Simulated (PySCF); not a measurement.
# Group charges in `CC[C@@H]1C[C@@H]1S(=O)(=O)[O-]`

C₅H₉O₃S (charge -1).
Atom-mapped SMILES: `[CH3:1][CH2:2][C@@H:3]1[CH2:4][C@@H:5]1[S:6](=[O:7])(=[O:8])[O-:9]` (hydrogens: H10, H11, H12 on C1; H13, H14 on C2; H15 on C3; H16, H17 on C4; H18 on C5)

Structure used (PBE0-D3(BJ)/def2-SVP), in Å, numbered top down from 1:
```
atom  x, y, z in Å
C1     1.8203    0.8295    0.0058
C2     1.2579   -0.3337   -0.8000
C3     0.2848   -1.1620    0.0061
C4    -0.8384   -1.9295   -0.6364
C5    -1.1416   -0.7434    0.2207
S6    -1.8612    0.7334   -0.5318
O7    -1.4141    0.6980   -1.9479
O8    -3.3133    0.5425   -0.3511
O9    -1.2987    1.8595    0.2509
H10    2.5488    1.4131   -0.5813
H11    0.9880    1.4914    0.2945
H12    2.3304    0.4820    0.9219
H13    0.7227    0.0637   -1.6755
H14    2.0708   -0.9904   -1.1651
H15    0.7385   -1.6433    0.8842
H16   -0.9935   -1.7595   -1.7067
H17   -1.0869   -2.9317   -0.2720
H18   -1.5779   -0.8998    1.2118
```

Atomic charges (e) from the PBE0/pcSseg-1 density (PySCF):

```tsv
atom	Mulliken	IAO	Hirshfeld	ESP-fitted
C1	-0.2922	-0.4128	-0.1302	-0.3544
C2	-0.1950	-0.2520	-0.0783	+0.0933
C3	-0.2639	-0.1262	-0.0457	-0.2079
C4	-0.1434	-0.2964	-0.1090	-0.3861
C5	-0.3936	-0.3720	-0.0807	-0.1571
S6	+1.2563	+2.1693	+0.4507	+1.1202
O7	-0.6529	-0.9685	-0.3918	-0.6183
O8	-0.6440	-0.9624	-0.4296	-0.6619
O9	-0.6475	-0.9627	-0.4052	-0.6555
H10	+0.0800	+0.1138	+0.0222	+0.0652
H11	+0.1629	+0.1696	+0.0240	+0.1280
H12	+0.0668	+0.1042	+0.0156	+0.0531
H13	+0.1439	+0.1613	+0.0250	+0.0647
H14	+0.0800	+0.1015	+0.0138	-0.0121
H15	+0.0878	+0.1129	+0.0246	+0.1241
H16	+0.1386	+0.1546	+0.0340	+0.1512
H17	+0.0956	+0.1217	+0.0273	+0.1340
H18	+0.1207	+0.1441	+0.0334	+0.1195
```

Q: Cut each of the bonds C1–C2, C2–C3 and S6–C5 in turn and sum the charges on the side of the atom named first.

A: In e; the other side holds the total charge, -1, less this:

```tsv
bond cut	piece	atoms	Mulliken	IAO	Hirshfeld	ESP-fitted
C1–C2	CH3	4	+0.017	-0.025	-0.068	-0.108
C2–C3	C2H5	7	+0.046	-0.014	-0.108	+0.038
S6–C5	SO3	4	-0.688	-0.724	-0.776	-0.815
```

Extremes among these pieces. Mulliken: lowest SO3 at S6, highest C2H5 at C2; IAO: lowest SO3 at S6, highest C2H5 at C2; Hirshfeld: lowest SO3 at S6, highest CH3 at C1; ESP-fitted: lowest SO3 at S6, highest C2H5 at C2.

Q: Do the schemes agree better on the pieces than on the single atoms at the cuts?

A: The spread between schemes averages 0.136 e for the pieces and 0.782 e for the atoms named first; it is smaller for the piece at 3 of the 3 cuts. On average they agree better on the pieces. The sign differs between schemes (beyond ±0.03 e) for C2H5 at C2.

Isolated species at its PBE0-D3(BJ)/def2-SVP geometry (one conformer only). The pcSseg-1 basis has no diffuse functions, a weakness for an anion.
